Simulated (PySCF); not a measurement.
H6BN, charge -1, quartet, at the geometry of the source list (a state made from the parent by changing its charge; the spin is typed, not shown lowest); CAMB3LYP/def2-SV(P) (PySCF).

PySCF was given this input:
```python
from pyscf import gto, scf, dft

mol = gto.M(
    atom='''
B    -0.824500    0.108500   -0.017900
N     0.820900   -0.110000    0.018300
H    -1.225800   -0.630900   -0.859700
H    -0.985700    1.257400   -0.288300
H    -1.207600   -0.172300    1.073800
H     1.018100   -1.066800    0.287500
H     1.215800    0.535400    0.692800
H     1.188900    0.078800   -0.906600
''',
    basis='def2-sv(p)',
    charge=-1,
    spin=3,
    verbose=3,
)

mf = dft.UKS(mol)
mf.xc = 'camb3lyp'
mf.kernel()
mf.analyze()
```

Output, abridged:

```
SCF not converged.
SCF energy = -82.6193269120397 after 50 cycles  <S^2> = 3.7559291  2S+1 = 4.0029635
**** MO energy ****
                             alpha | beta                alpha | beta
MO #1   energy= -14.191866018665   | -14.1798922871089  occ= 1 | 1
MO #2   energy= -6.62973155898243  | -6.62418862080714  occ= 1 | 1
MO #3   energy= -0.778659041235747 | -0.756245543836336 occ= 1 | 1
MO #4   energy= -0.441446490868882 | -0.37558328037397  occ= 1 | 1
MO #5   energy= -0.38540901664076  | -0.369961329891106 occ= 1 | 1
MO #6   energy= -0.382283345262727 | -0.362868586679416 occ= 1 | 1
MO #7   energy= -0.273338584585082 | -0.206965445154833 occ= 1 | 1
MO #8   energy= -0.241137636954412 | -0.175273851157305 occ= 1 | 1
MO #9   energy= -0.207201962710793 | 0.00196184591430182 occ= 1 | 0
MO #10  energy= 0.105801483269548  | 0.271791656478794  occ= 1 | 0
MO #11  energy= 0.208464513277284  | 0.345316916833633  occ= 1 | 0
MO #12  energy= 0.317758495254117  | 0.35456575911718   occ= 0 | 0
MO #13  energy= 0.318320177186865  | 0.389039520372143  occ= 0 | 0
MO #14  energy= 0.368630041824324  | 0.391459979219459  occ= 0 | 0
MO #15  energy= 0.376794938787004  | 0.39940927216294   occ= 0 | 0
MO #16  energy= 0.414733395251714  | 0.434822277394242  occ= 0 | 0
MO #17  energy= 0.492640895428123  | 0.518920702226096  occ= 0 | 0
MO #18  energy= 0.510919112210922  | 0.523549446480927  occ= 0 | 0
MO #19  energy= 0.523253528860344  | 0.54446058224322   occ= 0 | 0

To work with the spin densities directly, `use mulliken_meta_spin()` only printing them here.

 ** Mulliken spin pop alpha/beta on meta-lowdin orthogonal AOs **
 ** Mulliken Spin Density (per atom)  **
spin density of  0 B =      1.15193
spin density of  1 N =      0.40489
spin density of  2 H =      0.10953
spin density of  3 H =      0.42987
spin density of  4 H =      0.13089
spin density of  5 H =      0.33913
spin density of  6 H =      0.22274
spin density of  7 H =      0.21104
 ** Mulliken pop alpha/beta on meta-lowdin orthogonal AOs **
 ** Mulliken atomic charges   ( Nelec_alpha | Nelec_beta ) **
charge of  0B =     -0.74456  (     3.44824      2.29632 )
charge of  1N =     -0.43672  (     3.92080      3.51592 )
charge of  2H =      0.04140  (     0.53407      0.42454 )
charge of  3H =      0.14723  (     0.64132      0.21145 )
charge of  4H =      0.05251  (     0.53919      0.40830 )
charge of  5H =     -0.07400  (     0.70656      0.36744 )
charge of  6H =      0.00205  (     0.61034      0.38761 )
charge of  7H =      0.01209  (     0.59947      0.38843 )

WARN: System has nonzero charge -1; the dipole moment is origin-dependent.
Location of origin: [0. 0. 0.]

Dipole moment(X, Y, Z, Debye):  1.85248,  0.86709, -0.25074
```

The run did not converge; its last values are not results.
